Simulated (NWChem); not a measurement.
Molecule: NbH3SO3; SMILES [OH][Nb]([OH])([OH])=[S]

```xyz
8

Nb     0.0000     0.0000     0.2208
S      0.0000     0.0000    -1.9314
O      1.4743    -0.9801     0.8559
H      2.1948    -1.4591     0.4356
O     -1.5860    -0.7867     0.8559
H     -2.3610    -1.1712     0.4356
O      0.1116     1.7669     0.8559
H      0.1662     2.6302     0.4356
```
Atoms are numbered in this order, from 1.

Computed with NWChem. Coordinates come from a PBE0/def2-SVP optimisation. Not confirmed as a minimum by frequencies. def2 effective core potentials on Nb; no spin-orbit coupling. Level MN15/def2-SVP: energy and gradient on several grids; changes count from the extra-fine grid, which is no exact limit either.

Problem. Which is the coarsest grid (fine; medium; xfine; xcoarse; coarse) from which on the energy stays within 100 μHa and each gradient component within 200 μHa/bohr of xfine?

Solution. medium.
| grid | size of the energy change (μHa) | largest change of a gradient component (μHa/bohr) | time, medium = 1 (rough) |
|---|---|---|---|
| xcoarse | 30000 | 2000 | about 1 |
| coarse | 1000 | 300 | about 1 |
| medium | < 10 | 50 | about 1 |
| fine | < 10 | < 30 | about 1 |
| xfine | < 10 | < 30 | 2 |
